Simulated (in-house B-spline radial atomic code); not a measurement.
Configurations of Er II (Er+), with energies counted from [Xe] 4f12 6s1. Method: scalar-relativistic (X2C) TPSSh, spin-polarised, spherical fractional occupations, exact exchange averaged over the configuration, Fermi nucleus of rms radius 5.2516 fm. Calculated with a B-spline radial code for spherical atoms. Shells without spins written out take the highest spin.

Occupations are held fixed; configurations that lie above the ionisation limit could autoionise.

| configuration | E - E(ref) (eV) | highest orbital | its <r> (bohr) |
| --- | --- | --- | --- |
| [Xe] 4f12 7p1 | 7.3084 | 7p up | 9.181 |
| [Xe] 4f12 7d1 | 8.8322 | 7d up | 13.17 |
| [Xe] 4f11 6s1 7p1 | 11.213 | 7p up | 8.57 |
| [Kr] 4d9 4f12 5s2 5p6 5d1 6s1 | 167.63 | 5d up | 2.484 |
| [Kr] 4d9 4f12 5s2 5p6 6s1 6f1 | 177.81 | 6f up | 13.84 |

Problem. Order these further configurations by energy, lowest first.
A. [Xe] 4f12 5f1
B. [Kr] 4d10 4f12 5s2 5p5 6s1 6p1
C. [Kr] 4d9 4f12 5s2 5p6 6s1 7d1
D. [Xe] 4f11 6s1 6p1
E. [Xe] 4f12 5d1

Solution. E (2.4128 eV), D (6.061 eV), A (8.2 eV), B (28.777 eV), C (177.19 eV).
